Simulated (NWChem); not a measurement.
System: C$_{2}$H$_{6}$O$_{2}$Si; SMILES CC(=O)O[SiH3]

```xyz
11

Si     0.0281     1.7225     0.0000
O      0.7239     0.1506     0.0000
C     -0.1324    -0.8805     0.0000
C      0.5542    -2.2113     0.0000
O     -1.3257    -0.7067     0.0000
H     -0.7754     1.9380     1.2323
H      1.2230     2.6079     0.0000
H     -0.7754     1.9380    -1.2323
H     -0.1887    -3.0162     0.0000
H      1.2036    -2.2914     0.8841
H      1.2036    -2.2914    -0.8841
```
Atoms are numbered in this order, from 1.

Results from NWChem. Coordinates come from a PBE0/def2-SVP optimisation.

### Question
What does the run give for B3LYP/def2-SVP? Quantities: highest occupied level (eV); orbital gap (eV); dipole (D).

### Answer
```yaml
highest occupied level (eV): -7.79
orbital gap (eV): 7.69
dipole (D): 1.60
```
